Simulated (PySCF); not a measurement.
C₅H₁₂BF, singlet, geometry from GFN2-xTB; CASSCF(4,5)+NEVPT2/STO-3G (PySCF).

PySCF was given this input:
```python
from pyscf import gto, scf, mcscf, mrpt
import numpy

mol = gto.M(
    atom='''
B     0.881760   -0.404525   -0.061074
F     1.460421   -0.442480   -1.253571
C     1.634827   -1.085701    1.146584
H     1.061794   -1.929844    1.526417
H     1.751901   -0.401439    1.983633
H     2.618951   -1.452346    0.867465
C    -0.559796    0.296298    0.017970
C    -1.553885   -0.594482   -0.753136
C    -1.078759    0.479989    1.448474
C    -0.515229    1.671609   -0.669860
H    -2.539032   -0.131316   -0.766457
H    -1.639301   -1.571570   -0.281960
H    -1.224174   -0.735903   -1.779566
H    -1.151901   -0.476821    1.959181
H    -0.413234    1.123150    2.019358
H    -2.066620    0.937384    1.436521
H     0.157293    2.342350   -0.138983
H    -0.163770    1.575370   -1.694079
H    -1.507437    2.119652   -0.684210
''',
    basis='sto-3g',
    charge=0,
    spin=0,
    verbose=4,
)

mf = scf.RHF(mol)
mf.kernel()
mc = mcscf.CASSCF(mf, 5, 4)
mc.fix_spin_(ss=0.0)
mc.kernel()
occ = numpy.linalg.eigvalsh(mc.fcisolver.make_rdm1(mc.ci, mc.ncas, mc.nelecas))[::-1]
ss = mc.fcisolver.spin_square(mc.ci, mc.ncas, mc.nelecas)[0]
print('natural occupations', occ.round(4), ' <S^2>', round(ss, 4))
e2 = mrpt.NEVPT(mc).kernel()
print('E(NEVPT2) = %.10f' % (mc.e_tot + e2))
```

The log (banner, timings and long lists left out):

```
PySCF version 2.14.0

[INPUT] verbose = 4
[INPUT] num. atoms = 19
[INPUT] num. electrons = 56
[INPUT] charge = 0
[INPUT] spin (= nelec alpha-beta = 2S) = 0
[INPUT] symmetry False subgroup None
[INPUT] Mole.unit = angstrom
[INPUT] Symbol           X                Y                Z      unit          X                Y                Z       unit  Magmom
[...]
nuclear repulsion = 313.43716042127
number of shells = 33
number of NR pGTOs = 141
number of NR cGTOs = 47
basis = sto-3g
ecp = {}

******** <class 'pyscf.scf.hf.RHF'> ********
method = RHF
initial guess = minao
damping factor = 0
level_shift factor = 0
DIIS = <class 'pyscf.scf.diis.CDIIS'>
diis_start_cycle = 1
diis_space = 8
diis_damp = 0
SCF conv_tol = 1e-09
SCF conv_tol_grad = None
SCF max_cycles = 50
direct_scf = True
direct_scf_tol = 1e-13
Set gradient conv threshold to 3.16228e-05
Initial guess from minao.
init E= -317.514002525752
[...]
cycle= 1 E= -316.445845071659  delta_E= 1.07  |g|= 0.43  |ddm|= 4.91
[...]
cycle= 2 E= -316.522775243623  delta_E= -0.0769  |g|= 0.117  |ddm|= 0.78
[...]
cycle= 3 E= -316.527686298097  delta_E= -0.00491  |g|= 0.0298  |ddm|= 0.187
[...]
cycle= 4 E= -316.528099960214  delta_E= -0.000414  |g|= 0.00309  |ddm|= 0.0631
[...]
cycle= 5 E= -316.528104721353  delta_E= -4.76e-06  |g|= 0.000974  |ddm|= 0.00595
[...]
cycle= 6 E= -316.528105335502  delta_E= -6.14e-07  |g|= 0.00032  |ddm|= 0.00203
[...]
cycle= 7 E= -316.528105414258  delta_E= -7.88e-08  |g|= 6.56e-05  |ddm|= 0.000843
[...]
cycle= 8 E= -316.528105417925  delta_E= -3.67e-09  |g|= 1.41e-05  |ddm|= 0.000182
[...]
cycle= 9 E= -316.528105418081  delta_E= -1.56e-10  |g|= 2.26e-06  |ddm|= 4.07e-05
[...]
Extra cycle  E= -316.528105418084  delta_E= -2.73e-12  |g|= 7.58e-07  |ddm|= 3.76e-06
converged SCF energy = -316.528105418084

******** <class 'pyscf.mcscf.mc1step.CASSCF'> ********
CAS (2e+2e, 5o), ncore = 26, nvir = 16
max_cycle_macro = 50
max_cycle_micro = 4
conv_tol = 1e-07
conv_tol_grad = None
orbital rotation max_stepsize = 0.02
orbital rotation threshold for CI restart = 0.01
augmented hessian ah_max_cycle = 30
augmented hessian ah_conv_tol = 1e-12
augmented hessian ah_linear dependence = 1e-14
augmented hessian ah_level shift = 1e-08
augmented hessian ah_start_tol = 2.5
augmented hessian ah_start_cycle = 3
augmented hessian ah_grad_trust_region = 3
kf_trust_region = 3
kf_interval = 4
ci_response_space = 4
ci_grad_trust_region = 3
with_dep4 0
natorb = False
canonicalization = True
sorting_mo_energy = False
[...]
CASCI E = -316.530801257964  S^2 = 0.0000000
CASSCF energy = -316.558558625960
CASCI E = -316.558558625960  E(CI) = -4.97626950201021  S^2 = 0.0000000
[...]
7 C 1s           0.00137  -0.00016   0.00021   0.00008  -0.00334
7 C 2s          -0.04988   0.00288   0.00105  -0.01283   0.23663
7 C 2px         -0.04159   0.01683   0.00323   0.01027   0.23133
7 C 2py         -0.04748   0.00151   0.00165  -0.01606   0.20389
7 C 2pz         -0.03241  -0.00418  -0.01372  -0.00535   0.20483
8 C 1s           0.00088   0.00030   0.00504   0.00024   0.00001
8 C 2s           0.13931  -0.24184  -0.35574  -0.02954  -0.00036
8 C 2px          0.14075  -0.18114  -0.21240   0.01075  -0.00348
8 C 2py         -0.05307   0.06462   0.07741  -0.00631  -0.01200
8 C 2pz         -0.32388   0.51035   0.55733   0.04288   0.00321
9 C 1s           0.00136  -0.00022   0.00023  -0.00000   0.00316
9 C 2s          -0.04744   0.00601  -0.00028  -0.00806  -0.22564
9 C 2px          0.01012   0.01051   0.00107   0.01954   0.00548
9 C 2py          0.06034  -0.01920  -0.00055  -0.00272   0.30473
9 C 2pz         -0.02690  -0.00186  -0.01513  -0.00230  -0.17429
10 H 1s          0.03794   0.04661  -0.01635  -0.02215  -0.05999
11 H 1s         -0.03188   0.00368  -0.01494   0.00314   0.01316
12 H 1s          0.00864  -0.05183   0.03984   0.01013   0.00106
13 H 1s         -0.04851   0.03182   0.00830   0.00661   0.03233
14 H 1s         -0.04917   0.03175   0.00720   0.00675  -0.03737
15 H 1s          0.00764   0.07022   0.00560  -0.02130   0.00557
16 H 1s         -0.03188   0.00348  -0.01523   0.00385  -0.01186
17 H 1s          0.00845  -0.05185   0.04018   0.01100   0.00548
18 H 1s          0.03731   0.04478  -0.01579  -0.02455   0.05063
<CAS-nat-orb|mo-hf>  27     13       0.51344991
<CAS-nat-orb|mo-hf>  27     28       0.57130623
<CAS-nat-orb|mo-hf>  28     27       0.66801309
<CAS-nat-orb|mo-hf>  28     28       0.47054376
<CAS-nat-orb|mo-hf>  29     30       0.50980233
<CAS-nat-orb|mo-hf>  29     34       0.43175600
<CAS-nat-orb|mo-hf>  30     30       0.40106796
<CAS-nat-orb|mo-hf>  30     31       0.51277786
<CAS-nat-orb|mo-hf>  30     46      -0.60446397
<CAS-nat-orb|mo-hf>  31     29       0.71876397
<CAS-nat-orb|mo-hf>  31     32       0.48445086
Sr    (-1)',   E = -0.00137060237430
Si    (+1)',   E = -0.00315708414841
Sijrs (0)  ,   E = -0.21709838534252
Sijr  (+1) ,   E = -0.03252996172051
Srsi  (-1) ,   E = -0.00615293221134
Srs   (-2) ,   E = -0.00094935527343
Sij   (+2) ,   E = -0.00560177613092
Sir   (0)' ,   E = -0.02562999611343
Nevpt2 Energy = -0.292490093314853
E(NEVPT2) = -316.8510487193
```
